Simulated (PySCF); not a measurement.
## [Yb(H2O)2]3+ at several levels of theory

Computed with PySCF 2.14.0 (density fitting, no spin-orbit coupling) at the geometry relaxed with PBE0:

```xyz
7
[Yb(H2O)2]3+ (singlet in the valence; each metal's 4f electrons, 13 of them, lie in its core potential, out of spins and levels)
Yb    1.0659    0.1227   -0.0047
O    -0.1594    0.0254    1.7666
H     0.0220    0.4164    2.6648
H    -1.0309   -0.4365    1.9021
O    -0.1666   -0.0620   -1.7654
H     0.0355   -0.5462   -2.6121
H    -1.0593    0.3374   -1.9513
```

```
    level                                              basis    state  HOMO (eV)  gap (eV)  charge on Yb1 (e)  population of f-type functions on Yb1 (polarisation alone where 4f lies in the core)  dipole about the centre of mass (D)  largest force component (eV/Å)
     PBE0  Yb lcecp-1-SVP with ECP59, O def2-SVP, H def2-SVP  singlet     -26.97      8.06               2.19                                                                                  0.03                                 3.48                            0.02
CAM-B3LYP                                           the same  singlet     -28.46     10.38               2.18                                                                                  0.03                                 3.44                            0.12
       HF                                           the same  singlet     -31.57     15.87               2.42                                                                                  0.03                                 2.86                            1.31
```

In the lcecp rows the 4f levels are missing from HOMO and gap, and the state counts the valence alone.

Charges are Mulliken's, which hang on the basis. The relaxation used the grid (50, 194), these runs (75, 302) or, all-electron (x2c bases, spin-free X2C Hamiltonian), (99, 590).

(1) What does PBE0 with Yb lcecp-1-TZVP with ECP59, O def2-TZVP, H def2-TZVP give here?

A frequency check found unstable modes (1, the lowest at -7 cm⁻¹), so the relaxed geometry is a saddle point, or these are noise. An lcecp potential fixes the number of 4f electrons, so in runs with it no electron can move into or out of that shell.

## Answers

(1) state singlet, HOMO (eV) -26.94, gap (eV) 8.10, charge on Yb1 (e) 2.37, population of f-type functions on Yb1 (polarisation alone where 4f lies in the core) 0.04, dipole about the centre of mass (D) 3.52, largest force component (eV/Å) 0.27. Time: 8.1 s on 2 threads of Arm Neoverse V1, on a shared host, from free ions and atoms.
